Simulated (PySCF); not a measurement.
Species: CH₅ClOSi.
Bonds: O1–Si2, Si2–C3, C3–Cl4. Hydrogens: H5 on O1; H6, H7 on Si2; H8, H9 on C3.

Method used: core-valence-separated Tamm–Dancoff BHandHLYP/aug-pcX-1 (pcseg-1 on H, def2-SVPD on Si, def2-SVPD on Cl) in PySCF, non-relativistic, gas phase, PBE0-D3(BJ)/def2-SVP geometry.

Computed oxygen K-edge spectrum, Gaussian lines of 0.5 eV full width, highest printed point 100; it ends one width below the last computed root. The energies are unshifted.

(photon energy (eV), absorption): (531.4, 0), (531.5, 1), (531.6, 4), (531.7, 10), (531.8, 21), (531.9, 36), (532.0, 48), (532.1, 53), (532.2, 46), (532.3, 32), (532.4, 18), (532.5, 8), (532.6, 3), (532.7, 1), (532.8, 1), (532.9, 4), (533.0, 11), (533.1, 27), (533.2, 52), (533.3, 81), (533.4, 100), (533.5, 100), (533.6, 83), (533.7, 63), (533.8, 54), (533.9, 59), (534.0, 70), (534.1, 78), (534.2, 77), (534.3, 72), (534.4, 70), (534.5, 72), (534.6, 74), (534.7, 74), (534.8, 70), (534.9, 62)

Task: Assign the maxima to core holes.

Result: 4 maxima:
- 532.1 eV: O1 (silanol oxygen), 532.09 eV, f = 0.013, 100 % of the height at the exact maximum
- 533.4 eV: O1 (silanol oxygen), 533.45 eV, f = 0.024, 99 % of the height at the exact maximum
- 534.1 eV: O1 (silanol oxygen), 534.09 eV, f = 0.017, 88 % of the height at the exact maximum
- 534.6 eV: O1 (silanol oxygen), 534.52 eV, f = 0.011, 51 % of the height at the exact maximum; O1 (silanol oxygen), 534.76 eV, f = 0.007, 32 % of the height at the exact maximum; O1 (silanol oxygen), 534.96 eV, f = 0.008, 14 % of the height at the exact maximum

Roots within 0.03 eV on the same or equivalent atoms count as one line; shares under 12 % aren't listed.

Vibrational structure and lifetime widths aren't in the curve. The ionisation threshold wasn't computed; near and above it a finite basis only mimics Rydberg series and continuum.

The run took 3.9 s on one thread, AMD EPYC 7R43 (x86_64), shared host with 256 logical CPUs at a one-minute load of 79, and the process peaked at 0.58 GiB of memory.

The values belong to the conformer `[OH:1][SiH2:2][CH2:3][Cl:4]`: O1–Si2–C3–Cl4 -54°, H–O1–Si2–C3 46°.
